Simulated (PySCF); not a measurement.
AlF₃ → AlF + F₂

Level: B3LYP in the def2-TZVP basis family, all electrons, no relativity, computed in PySCF with density fitting; open shells unrestricted.

| species | state and structure | E (Eh) | ZPE (kJ/mol) | H(298 K) − H(0) (kJ/mol) | S° (J/(mol K)) |
| --- | --- | --- | --- | --- | --- |
| AlF₃ | singlet, D3h, Al–F 1.634 Å (×3) | -542.35837 | 20.1 | 14.2 | 278.1 |
| AlF | singlet, C∞v, Al–F 1.672 Å | -342.41115 | 4.6 | 8.9 | 215.3 |
| F₂ | singlet, D∞h, F–F 1.396 Å | -199.59957 | 6.3 | 8.8 | 202.2 |

Problem. What is the electronic reaction energy?

Solution. At B3LYP/def2-TZVP, ΔE = 912.8 kJ/mol from the differences of the total energies times 2625.5, uphill. 

Problem. Add zero-point, thermal and entropy terms for 298.15 K and 1 bar.

Solution. ΔZPE = -9.2 and Δ[H(298) − H(0)] = 3.5 kJ/mol give ΔH° = 907.1 kJ/mol. ΔS° = 139.4 J/(mol K), so ΔG° = 907.1 − 298.15 × (0.1394) = 866 kJ/mol.

Each species is the lowest minimum found with this bonding; other isomers or fragments can lie lower.
